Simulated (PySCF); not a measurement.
A structure optimised at PBE0-D3(BJ)/def2-SVP, used in a PySCF frequency run:

```xyz
11

C      0.0000    -1.2690     1.1653
C      0.0000     0.0000     0.3420
C      0.0000     1.2690     1.1653
Cl    -1.4598     0.0000    -0.7137
Cl     1.4598     0.0000    -0.7137
H      0.8965    -1.2965     1.8020
H      0.0000    -2.1505     0.5113
H     -0.8965    -1.2965     1.8020
H      0.8965     1.2965     1.8020
H      0.0000     2.1505     0.5113
H     -0.8965     1.2965     1.8020
```

Write its SMILES, formula and point group.

CC(C)(Cl)Cl, C₃H₆Cl₂, C2v

What are its rotational constants (standard atomic weights)?

3.6723, 2.4168, 2.1310 GHz
